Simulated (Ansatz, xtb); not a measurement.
## AlFGaGeH3: where a starting geometry ends

The starting geometry of this gas-phase singlet was built from a drawn formula by distance geometry; its bonds are those of `[F][GaH][GeH2][Al]`.

```xyz
7

Al   -1.5522    0.0182    2.4836
F    -3.4203   -2.1393   -0.1306
Ga   -2.7137   -0.7349   -1.1930
Ge   -2.0745    0.9870    0.2886
H    -2.0647   -1.4498   -2.4044
H    -3.1721    2.0530    0.5803
H    -0.7889    1.6268   -0.2362
```

Predict what becomes of its bonds when it is optimised with r2SCAN-D4/def2-SVP.

A new bond forms, giving a structure with F2 bridging Al1 and Ga3, given below by its coordinates. Distances that change by over a tenth: Al1–Ge4 (2.46 → 2.79 Å). Contacts that close: Al1–F2 (3.87 → 1.86 Å).

The energy falls by 1.13 eV over 19 steps:

| step | E − E(last) (eV) |
| --- | --- |
| 1 | 1.133 |
| 3 | 0.726 |
| 5 | 0.702 |
| 7 | 0.691 |
| 9 | 0.618 |
| 11 | 0.332 |
| 13 | 0.074 |
| 15 | 0.006 |
| 17 | 0.001 |
| 19 | 0.000 |

Final geometry (Å):

```yaml
atoms:
  - { symbol: Al, position_ang: [-2.3013, -0.9106, 2.0474] }
  - { symbol: F, position_ang: [-3.0880, -1.4931, 0.4647] }
  - { symbol: Ga, position_ang: [-2.4005, -0.5835, -1.1889] }
  - { symbol: Ge, position_ang: [-1.6142, 1.1306, 0.2768] }
  - { symbol: H, position_ang: [-2.4463, -1.7732, -2.2187] }
  - { symbol: H, position_ang: [-3.0491, 1.7278, 0.5046] }
  - { symbol: H, position_ang: [-0.8870, 2.2631, -0.4977] }
```

From the same start GFN2-xTB ends elsewhere, differing in F2–Ga3 (2.59 against 2.01 Å here).

The end wasn't checked by frequencies. Run with Ansatz 0.2.0, 29 s on 2 threads of Intel(R) Xeon(R) 6975P-C (Granite Rapids), with other jobs on the host.
